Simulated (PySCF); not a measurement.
Levels of Cs²⁴⁺ from EOM-EA-GCCSD

Reference: closed-shell Cs²⁵⁺, [Ar] 3d10 4s2; one electron is added. Calculated with PySCF 2.14, two-component X2C-1e with screened spin-orbit coupling, an even-tempered Gaussian basis (19 s from 0.8 bohr⁻², ratio 2.6; 15 p from 1 bohr⁻², ratio 2.6; 10 d from 1 bohr⁻², ratio 2.6; 6 f from 1.1 bohr⁻², ratio 2.8); frozen [Ar]; the 94 highest virtual spinors dropped; of the others 70 kept and the rest restored at second order. No Breit or QED terms. Binding energies in eV.

```json
{"level": "4p1/2", "Koopmans": "789.85", "second order": "791.44", "EOM-CCSD": "791.24"}
{"level": "4p3/2", "Koopmans": "770.13", "second order": "771.78", "EOM-CCSD": "771.66"}
```

For comparison, the ionisation energy of Cs²⁴⁺ is 791 ± 4 eV (theoretical estimate listed by NIST; NIST Atomic Spectra Database, ionization energies).
